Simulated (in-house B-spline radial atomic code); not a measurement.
Results of a calculation; reference values are marked as such.
## Ghost states of the separable form: O

O, [He] 2s2 2p4, non-relativistic LDA (VWN5), spherical and spin-unpolarised, from an all-electron radial atomic-structure program (B-spline basis) (atomic units; all potentials screened as in the neutral atom).

Troullier-Martins channels: 2s (ε = -0.8714, r_c = 0.751 bohr), 2p (ε = -0.3384, r_c = 1.014 bohr). In the Kleinman-Bylander form one channel serves as the local potential, and each other channel l becomes |δV u><u δV|/<u|δV|u>, with δV = V_l − V_local and u the pseudo-orbital. Its strength is E_KB = <u|δV²|u>/<u|δV|u>. By the analysis of Gonze, Stumpf and Scheffler a spurious state lies below the reference level ε if E_KB > 0 and ε is above the second level of the local potential alone, or if E_KB < 0 and ε is above its first. The table's levels are those of angular momentum l in a sphere of 9 bohr, whose wall can lift a shallow ε a little above its free-atom value.

```
local  channel  <u δV u>  <u δV² u>        ε  first local level  second local level
    p        s   0.85896     10.229  -0.8714            -5.1507             -0.1335
    s        p   -1.2865     15.446  -0.3384            -0.0297              0.1526
```

(1) Apply the rule to each row.

Diagonalising the separable Hamiltonian gives:

```tsv
local	channel	three lowest levels	all-electron, two lowest valence levels
p	s	-0.8714, 0.0235, 0.2610	-0.8714, 0.0236
s	p	-0.3384, 0.0886, 0.3404	-0.3384, 0.0886
```

(2) Which choices of local channel are safe?

Results:

(1) Local p, channel s: E_KB = +11.9, so ε = -0.8714 is set against -0.1335: no ghost. Local s, channel p: E_KB = -12, so ε = -0.3384 is set against -0.0297: no ghost.

(2) All are free of ghosts. Among the safe choices the second level, which tests transfer, is off by at most 0.0 millihartree (s local), 0.0 millihartree (p local).
